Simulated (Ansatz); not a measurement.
Compare A (`C[Se][GeH2][OH]`) with its isomer B (`[CH3][GeH]([OH])[SeH]`).

Isolated molecules relaxed with PBE0-D4/def2-TZVP in Ansatz; ΔE leaves out vibrations. CBS: MP2 limit from def2 TZ/QZ plus the TZ coupled-cluster correction, frozen cores. Functionals use def2-TZVPP. B3LYP here is the variant with VWN-RPA as its local correlation; programs differ in this. For Ge, Se outer-core shells are correlated without core-valence functions, which leaves a few kJ/mol of doubt a bond. Scalar relativity is left out up to krypton. One conformer a species, not always the lowest.

**Question.** Which is lower in electronic energy at CCSD(T)/CBS, and by how much? (An estimate is asked.)

**Answer.** Ansatz gave: B, by 49.9 kJ/mol.

**Question.** Give E(B) − E(A) in kJ/mol with CCSD/def2-TZVPP, B3LYP, PBE0-D4, B2PLYP, HF/def2-TZVPP, MP2/def2-TZVPP, ωB97M-V. (An estimate is asked.)

**Answer.** The calculation gave: CCSD/def2-TZVPP -50.4, B3LYP -46.1, PBE0-D4 -47.5, B2PLYP -47.5, HF/def2-TZVPP -48.1, MP2/def2-TZVPP -50.2, ωB97M-V -48.9. None reverses the order clearly.

Largest T1 diagnostic: 0.011.
